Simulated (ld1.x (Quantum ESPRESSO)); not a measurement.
Pseudopotential generation for Al: TM, PBEsol, scalar-relativistic.

Al, norm-conserving Troullier–Martins (Kleinman–Bylander form), made with ld1.x (Quantum ESPRESSO) 7.5 (PBEsol, scalar-relativistic). Core [Ne], reference 3s2 3p1. Waves: 3p (bound): rc 2.90 bohr; 3s (bound): rc 1.40 bohr. Local part: the s channel. Core correction: a·sin(br)/r model core inside 1.05 bohr.

All-electron outer shells of the reference configuration (PBEsol, scalar-relativistic, ld1.x):

| shell | level (eV) | outermost node (bohr) | outermost maximum (bohr) |
| --- | --- | --- | --- |
| 2s | -107.85 | 0.16 | 0.50 |
| 2p | -69.54 | – | 0.43 |
| 3s | -7.71 | 0.80 | 2.09 |
| 3p | -2.69 | 0.82 | 2.64 |

(1) Estimate the cutoffs (Ry, on a coarse ladder) from which the occupation-weighted sum of valence levels, in a spherical-Bessel basis at the reference potential, stays within 10 and 1 mRy of its value at 400 Ry.

(2) What does a ghost test show?

(3) Which valence shell sets the plane-wave cutoff?

(4) Tests: 3s2 3p0; 3s1 3p0; 3s2 3p0.5; 3s0 3p3; 3s1 3p2; 3s2 3p1.3; 3s1 3p1. Which has the largest error in its energy relative to the reference configuration, and how large is it?

Results:

(1) 35 Ry and 70 Ry.

(2) No extra level below or beside the all-electron valence levels (p, s, d, f tested).

(3) 3s: its level needs 70 Ry to come within 1 mRy, against 6 Ry for 3p.

(4) 3s1 3p0, with +15 meV (all-electron minus pseudo) on +24.91 eV.
